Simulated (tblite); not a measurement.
Input of a run (GFN2-xTB geometry optimisation, gas phase (tblite 0.8.0)), started from a force field or distance geometry:
```
{"job": {"kind": "relax", "xc": "GFN2-xTB", "basis": "xTB"}, "charge": 0, "multiplicity": 1}
C     -0.447100    -1.545400    -1.063100
C     -0.751000    -0.866300     0.253700
Si    -1.860000     0.686200     0.168200
C     -0.287500     1.737700    -0.020800
Si     0.576600     0.333000     0.936000
C      2.239800    -0.010200     0.264400
H     -1.347200    -2.054400    -1.441200
H     -0.118100    -0.841800    -1.837700
H      0.328800    -2.307800    -0.944900
H     -1.095900    -1.573600     1.033300
H     -2.602900     0.946200     1.430000
H     -2.739500     0.711600    -1.036800
H      0.039000     1.847800    -1.036400
H     -0.305300     2.695500     0.491800
H      0.522300     0.502500     2.405800
H      2.245100    -0.072200    -0.813400
H      2.955700     0.778700     0.549800
H      2.638600    -0.961400     0.649700
```

Output (eV, eV/Å):
```
step      E/eV     max force
  0    -491.93381    2.104
  1    -492.03496    0.757
  2    -492.06772    0.383
  3    -492.10232    0.638
  4    -492.12594    0.578
  5    -492.14508    0.296
  6    -492.15715    0.200
  7    -492.16709    0.200
  8    -492.17365    0.212
  9    -492.17913    0.175
 10    -492.18448    0.156
 11    -492.19041    0.197
 12    -492.19650    0.209
 13    -492.20142    0.158
 14    -492.20439    0.118
 15    -492.20633    0.099
 16    -492.20803    0.115
 17    -492.20959    0.110
 18    -492.21122    0.121
 19    -492.21321    0.126
 20    -492.21558    0.142
 21    -492.21775    0.124
 22    -492.21919    0.079
 23    -492.22007    0.069
 24    -492.22086    0.091
 25    -492.22183    0.109
 26    -492.22290    0.098
 27    -492.22399    0.071
 28    -492.22521    0.094
 29    -492.22676    0.114
 30    -492.22856    0.136
 31    -492.23028    0.105
 32    -492.23174    0.079
 33    -492.23311    0.074
 34    -492.23448    0.085
 35    -492.23564    0.076
 36    -492.23651    0.070
 37    -492.23739    0.079
 38    -492.23854    0.091
 39    -492.23979    0.097
 40    -492.24076    0.073
 41    -492.24141    0.055
 42    -492.24200    0.056
 43    -492.24273    0.068
 44    -492.24351    0.059
 45    -492.24414    0.055
 46    -492.24470    0.059
 47    -492.24553    0.085
 48    -492.24698    0.126
 49    -492.24915    0.140
 50    -492.25162    0.120
 51    -492.25397    0.104
 52    -492.25574    0.148
 53    -492.25797    0.189
 54    -492.26040    0.140
 55    -492.26468    0.106
 56    -492.26550    0.090
 57    -492.26659    0.079
 58    -492.26830    0.074
 59    -492.26908    0.071
 60    -492.26997    0.070
 61    -492.27050    0.054
 62    -492.27112    0.056
 63    -492.27180    0.059
 64    -492.27258    0.087
 65    -492.27331    0.082
 66    -492.27409    0.083
 67    -492.27507    0.085
 68    -492.27635    0.103
 69    -492.27731    0.089
 70    -492.27837    0.067
 71    -492.27890    0.072
 72    -492.27941    0.073
 73    -492.27984    0.066
 74    -492.28061    0.063
 75    -492.28118    0.048
 76    -492.28231    0.058
 77    -492.28366    0.072
 78    -492.28340    0.128
 79    -492.28443    0.043
 80    -492.28464    0.049
 81    -492.28488    0.035
 82    -492.28516    0.025
 83    -492.28524    0.024
 84    -492.28545    0.025
 85    -492.28560    0.031
 86    -492.28577    0.029
 87    -492.28591    0.024
 88    -492.28604    0.024
 89    -492.28615    0.027
 90    -492.28627    0.023
 91    -492.28640    0.027
 92    -492.28654    0.031
 93    -492.28671    0.028
 94    -492.28693    0.030
 95    -492.28715    0.038
 96    -492.28738    0.046
 97    -492.28761    0.043
 98    -492.28785    0.032
 99    -492.28807    0.030
100    -492.28825    0.031
101    -492.28842    0.030
102    -492.28864    0.041
103    -492.28889    0.048
104    -492.28909    0.036
105    -492.28921    0.030
106    -492.28928    0.015
107    -492.28932    0.017
108    -492.28937    0.019
109    -492.28943    0.019
110    -492.28947    0.018
111    -492.28950    0.012
112    -492.28954    0.016
113    -492.28959    0.020
114    -492.28963    0.016
115    -492.28966    0.012
116    -492.28968    0.010
117    -492.28970    0.010
118    -492.28972    0.014
119    -492.28976    0.014
120    -492.28981    0.018
121    -492.28985    0.018
122    -492.28988    0.015
123    -492.28993    0.015
124    -492.28998    0.015
125    -492.29003    0.014
126    -492.29007    0.015
127    -492.29011    0.016
128    -492.29017    0.016
129    -492.29025    0.016
130    -492.29032    0.016
131    -492.29036    0.012
132    -492.29039    0.010
133    -492.29041    0.011
134    -492.29043    0.011
135    -492.29045    0.011
136    -492.29048    0.012
137    -492.29050    0.013
138    -492.29054    0.010
139    -492.29056    0.012
140    -492.29058    0.014
141    -492.29060    0.013
142    -492.29062    0.009
```

Summarise the run.

The energy falls by 8.2 kcal/mol over 142 L-BFGS steps, the largest force on an atom goes from 2.10 to 0.009 eV/Å, and the atoms move by 0.776 Å rms after alignment. The bond that changes most is Si5–C6 (SiH silicon to Si-methyl carbon), which lengthens by 0.070 Å. Bonds longer at the end by more than 0.005 Å: 8 of 18; shorter: 8. Among the angles that change most is Si3–C4–Si5, from 85.3° to 92.2°. Among the dihedrals that turn most is C1–C2–Si3–H11, from 154° to 110°. The energy rose by more than 1e-5 eV at step 78. The first step brought 28 % of the lowering.

What are the final bond lengths?

C1–C2 1.523 Å, C2–Si3 1.926 Å, Si3–C4 1.917 Å, C4–Si5 1.921 Å, Si5–C6 1.896 Å, C2–Si5 1.931 Å, C1–H7 1.090 Å, C1–H8 1.088 Å, C1–H9 1.090 Å, C2–H10 1.093 Å, Si3–H11 1.465 Å, Si3–H12 1.466 Å, C4–H13 1.086 Å, C4–H14 1.086 Å, Si5–H15 1.472 Å, C6–H16 1.085 Å, C6–H17 1.085 Å, C6–H18 1.085 Å. Numbering counts from 1 in the input's order; the species is `C[C@@H]1[SiH2]C[Si@@H]1C`.

Its GFN2-xTB frequencies are all real (lowest 48 cm⁻¹). The numbers are those of one conformer. 2 starts were optimised and ended at 0.00 and 0.02 kcal/mol (GFN2-xTB); the lowest of these is shown.

The numbers are calculated, not measured.
